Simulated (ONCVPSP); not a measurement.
Before and after: ONCV potential for Ir (Z = 77)

- Element: iridium
- Generator: ONCVPSP 4.0.1
- Type: optimised norm-conserving Vanderbilt (ONCV)
- Functional: BLYP
- Relativity: scalar-relativistic
- Frozen core: [Xe] 4f14
- Valence charge: 9
- Reference configuration: 5d7 6s2
- Partial waves: 6s: rc 2.35 bohr, ncon 4, nbas 9, qcut 2.7 1/bohr, 2 projectors, debl 0.5 Ha; p scattering state at 0.08 Ha: rc 2.55 bohr, ncon 4, nbas 8, qcut 2.7 1/bohr, 2 projectors, debl 2.8 Ha; 5d: rc 2.35 bohr, ncon 5, nbas 10, qcut 5.7 1/bohr, local
- Local potential: the d channel
- Core correction: Teter function, fcfact 3, rcfact 1.65

In the p channel the program set the typed energies aside and used 0.050, 2.850 Ha.

Change: all radii but the core radius scaled by about 1.19 (s 2.80, p 3.04, d 2.80 bohr).

Cutoffs: the cutoffs (Ha) at which the residual kinetic energy of the hardest occupied pseudo-wave falls to 1 and 0.1 mHa per electron; they do not see the model core or the augmentation charge, which bear on the density cutoff. Errors are all-electron minus pseudo energies relative to the spin-unpolarised reference configuration.

How do hardness, ghosts and transferability respond?

The potential gets softer (14 Ha and 30 Ha → 12 Ha and 17 Ha); the bound ghost in s disappears; the lowest positive-energy flag moves from p at 70.8 eV to s at 30.1 eV; of the 4 tests that both files solve, the error grows in 1 and shrinks in 1 by more than 15 % and 0.3 meV (median size 138.9 → 109.8 meV). A larger radius leaves more room for a smooth pseudo-wave, so fewer plane waves are needed.

| quantity | base | changed |
| --- | --- | --- |
| cutoff, loose | 14 Ha | 12 Ha |
| cutoff, tight | 30 Ha | 17 Ha |
| loose cutoff by channel | s 4.4 Ha, d 14 Ha | s 3.6 Ha, d 12 Ha |
| bound ghosts | s | none |
| GHOST(+) flags under 300 eV | p at 70.8 eV | s at 30.1 eV, p at 78.2 eV |
| error for 5d7 6s1, meV [ΔE 9.85 eV] | -32 | -32 |
| error for 5d7 6s0, meV [ΔE 27.39 eV] | -165 | -179 |
| error for 5d6 6s0, meV [ΔE 57.84 eV] | -378 | -498 |
| error for 5d8 6s0, meV [ΔE 8.75 eV] | -113 | -41 |
| rms error of d²Exc/dni dnj with the model core, mHa | 1.20 | 1.29 |

 A true bound ghost makes a file unfit for plane-wave use even where its test errors are small: the radial tests pick states by their node count and pass the ghost by.
